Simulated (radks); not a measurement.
Results of a calculation; reference values are marked as such.
Problem. Radial electron density D(r) = 4 pi r^2 rho(r) of an atom or ion with 40 electrons. Level of theory: scalar-relativistic Kohn-Sham, HCTH/407, spin-polarised, spherical densities, finite nucleus; Fermi nuclear charge, rms radius of each element as measured or else 0.836 A^(1/3) + 0.57 fm (a radial shooting solver on a logarithmic mesh with Libxc functionals).

| r (bohr) | D(r) (e/bohr) | spin D(r) |
|---|---|---|
| 0.001702 | 1.824 | 0.0000114 |
| 0.002306 | 3.109 | 0.0000193 |
| 0.0031 | 5.139 | 0.0000315 |
| 0.004202 | 8.418 | 0.0000502 |
| 0.005695 | 13.36 | 0.0000758 |
| 0.007718 | 20.34 | 0.000104 |
| 0.01046 | 29.25 | 0.000116 |
| 0.01406 | 38.75 | 0.0000651 |
| 0.01906 | 46.93 | -0.000162 |
| 0.02583 | 50.33 | -0.000763 |
| 0.03501 | 47.60 | -0.00195 |
| 0.04744 | 42.83 | -0.00349 |
| 0.0643 | 44.57 | -0.00340 |
| 0.08645 | 54.85 | 0.00403 |
| 0.1172 | 61.67 | 0.0304 |
| 0.1588 | 51.68 | 0.0852 |
| 0.2152 | 38.09 | 0.154 |
| 0.2916 | 41.34 | 0.181 |
| 0.3921 | 45.36 | 0.112 |
| 0.5314 | 30.13 | 0.00357 |
| 0.7202 | 13.17 | 0.0600 |
| 0.9761 | 9.482 | 0.428 |
| 1.323 | 8.166 | 0.888 |
| 1.779 | 4.289 | 0.996 |
| 2.41 | 1.791 | 0.724 |
| 3.267 | 1.022 | 0.335 |
| 4.427 | 0.5079 | 0.0633 |
| 6 | 0.1556 | -0.00424 |
| 8.067 | 0.02561 | -0.00327 |
| 10.93 | 0.001189 | -0.000511 |

What is the nuclear charge?

Solution. Z = 40. The innermost maximum, from 1s, lies near gamma/Z bohr with gamma = sqrt(1 - (Z/c)^2) = 0.956, here 0.0239 bohr (found: 0.0260), and its height grows with Z. The density is that of neutral zirconium in [Kr] 4d2 5s2; the configuration itself is not fixed sharply by these data, and Z only to a few units. D(r) has 3 maxima, at r = 0.0260, 0.115, 0.368 bohr, and minima at 0.0526, 0.235 bohr, inside which lie 2.04, 11.07 electrons.
